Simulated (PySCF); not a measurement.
# C⁺ (carbon, charge +1) across methods

[He] 2s1 2p1 3d1, one real determinant (an excited configuration). All numbers are calculated (PySCF 2.14, the spin-free X2C one-electron Hamiltonian (Gaussian nucleus), in aug-cc-pVTZ-DK (5s4p3d2f, 46 functions)).

```tsv
method	E (hartree)	mean ε 2s α (eV)	mean ε 2p α (eV)	mean ε 3d α (eV)	Σ⟨r²⟩ (bohr²)	⟨S²⟩
LDA	-36.1811	-33.523	-25.357	-4.287	19.65	3.750
B97-3	-36.5611	-35.886	-27.764	-4.968	19.91	3.750
r2SCAN	-36.5538	-34.332	-26.335	-4.362	19.87	3.750
BLYP	-36.5661	-33.392	-25.455	-4.320	19.82	3.750
UHF	-36.46241	-41.811	-33.685	-5.785	20.14	3.750
MN15	-36.5213	-35.929	-27.640	-4.470	19.02	3.750
LC-wPBE	-36.5157	-38.912	-30.788	-6.374	19.68	3.750
PBE	-36.5213	-33.690	-25.642	-4.493	19.78	3.750
```

(1) Estimate the same row for PBE0.

⟨L²⟩ = 8.00 against 12 for a pure F term, so this real determinant mixes terms. The outer electron is Rydberg-like, and this basis confines it to a smaller radius and binds it less than a complete one would.

Answers

(1) E (hartree) = -36.5251; mean ε 2s α (eV) = -35.821; mean ε 2p α (eV) = -27.735; mean ε 3d α (eV) = -4.889; Σ⟨r²⟩ (bohr²) = 19.86; ⟨S²⟩ = 3.750.
